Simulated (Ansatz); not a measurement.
**Changing the shape of PdH, doublet**

Program: Ansatz, Gaussian basis, development build. Basis cc-pwCVTZ-PP on Pd, cc-pVTZ on H, scalar-relativistic core potentials (28 electrons on Pd), no spin–orbit coupling, no frozen core; active space CAS(11,7). Restricted Hartree–Fock, then the lowest state-specific CASSCF solution met for each case. Coupled cluster stands on the determinant that it favours, not always the lowest RHF. Single-reference values can break down or jump between states where bonds are stretched. Solutions in different active orbitals can move differences by tenths of an eV and at times more than 1 eV.

Case A: bond length 1.7584 Å.

Case B: bond length 1.5290 Å.

Energy less that of case A, in eV:

```tsv
case	RHF/ROHF	CASSCF	CCSD(T)
B	-0.008	-0.067	-0.308
```

What does SC-NEVPT2 give for these differences?

B: -0.187 eV (-4.3 kcal/mol).
